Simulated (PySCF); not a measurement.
C4H12Si2, SMILES C=C[SiH2][SiH2]CC (GFN2-xTB optimised geometry):

```
18

C      2.543    -1.655     0.000
C      1.220    -1.655     0.000
Si     0.140    -0.114     0.000
Si    -0.888     0.125     2.064
C     -2.370     1.320     1.934
C     -1.970     2.692     1.407
H      3.131    -2.561     0.024
H      3.105    -0.735    -0.029
H      0.710    -2.611     0.030
H     -0.821    -0.271    -1.106
H      0.996     1.024    -0.369
H     -1.410    -1.138     2.611
H      0.013     0.661     3.098
H     -3.131     0.895     1.277
H     -2.840     1.437     2.911
H     -2.832     3.356     1.349
H     -1.233     3.154     2.061
H     -1.536     2.611     0.411
```

Method: PBE/def2-SVP in PySCF 2.14.0.

Q: What are the frontier orbital energies and the dipole moment?

A: HOMO-2 -7.37 eV, HOMO-1 -7.04 eV, HOMO -6.37 eV, LUMO -1.20 eV, LUMO+1 -0.49 eV; dipole moment 0.28 D.

Meta-Löwdin charges at PBE/def2-SVP: C1 -0.20, C2 -0.30, Si3 0.32, Si4 0.33, C5 -0.38, C6 -0.29, H7 0.11, H8 0.10, H9 0.11, H10 -0.08, H11 -0.07, H12 -0.08, H13 -0.08, H14 0.11, H15 0.11, H16 0.10, H17 0.10, H18 0.10.
